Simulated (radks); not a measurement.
Results of a calculation; reference values are marked as such.
Species: Rh V. Configuration: [Kr] 4d4.75 5s0.25 (fractional occupations, a model configuration). Code: a radial shooting solver on a logarithmic mesh with Libxc functionals. Model: scalar-relativistic Kohn-Sham, B86b exchange with PBE correlation, spin-polarised, spherical densities, finite nucleus; open shells are filled with parallel spins first (spin-orbit coupling, left out, can overturn this in heavy ions); Fermi nuclear charge, rms radius 4.4945 fm.

Normalised radial functions P(r) = r R(r), r in bohr:

r         4p down  5s down
0.004496   0.0097   0.0622
0.005948   0.0159   0.0753
0.007871   0.0259   0.0888
0.01041    0.0417   0.1009
0.01367    0.0653   0.1083
0.01809    0.1014   0.1071
0.02393    0.1524   0.0912
0.03166    0.2192   0.0546
0.04189    0.2963  -0.0049
0.05543    0.3663  -0.0809
0.07276    0.3948  -0.1503
0.09627    0.3360  -0.1802
0.1274     0.1466  -0.1275
0.1685    -0.1625   0.0175
0.223     -0.4806   0.1940
0.295     -0.6058   0.2722
0.3873    -0.3762   0.1469
0.5124     0.1943  -0.1528
0.678      0.8148  -0.4009
0.8971     1.1176  -0.3388
1.187      0.9653   0.0696
1.558      0.5800   0.5459
2.061      0.2327   0.7852
2.727      0.0581   0.6454
3.609      0.0079   0.3255
4.775      0.0005   0.0953
6.318      0.0000   0.0143

4p down: eigenvalue -100.88 eV, 2 radial nodes at r = 0.147, 0.471 bohr, <r> = 1.05 bohr, 90 % of the charge inside 1.54 bohr. 5s down (empty): eigenvalue -39.182 eV, 4 radial nodes at r = 0.0411, 0.164, 0.449, 1.14 bohr, <r> = 2.30 bohr, 90 % of the charge inside 3.28 bohr.
